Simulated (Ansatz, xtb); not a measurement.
Relaxing a trial structure of CH2AlGe

The starting geometry of this gas-phase doublet was built from a drawn formula by distance geometry and a force field; its bonds are those of `[C]1[Al][GeH2]1`.

```xyz
5

C    -2.2551   -0.3767   -0.1944
Al   -2.0258    1.5599    0.1319
Ge   -1.5822   -0.3183    1.6743
H    -2.6753   -0.1403    2.7607
H    -0.0994   -0.2910    1.9842
```

Question: Where would you expect an optimisation with r2SCAN-D4/def2-SVP to take it?

Answer: A bond breaks, giving a structure given below by its coordinates. Contacts that open: Al2–Ge3 (2.47 → 3.52 Å).

The energy falls by 1.34 eV over 16 steps:

| step | E − E(last) (eV) |
| --- | --- |
| 1 | 1.339 |
| 3 | 0.805 |
| 4 | 0.370 |
| 6 | 0.114 |
| 8 | 0.029 |
| 9 | 0.017 |
| 11 | 0.005 |
| 13 | 0.000 |
| 14 | 0.000 |
| 16 | 0.000 |

Final geometry (Å):

```tsv
atom	x (Å)	y (Å)	z (Å)
C	-2.3806	0.6083	0.5200
Al	-2.0217	1.5570	-1.1033
Ge	-1.6313	-0.2885	1.8736
H	-2.4737	-0.8885	3.0050
H	-0.1305	-0.5548	2.0614
```

From the same start GFN2-xTB reaches the same bonding as this run.

No frequencies were run, so the end isn't proven a minimum. Open shells are spin-unrestricted. Run with Ansatz 0.2.0, 4.7 min on 1 thread of Arm Neoverse V2 (shared host).
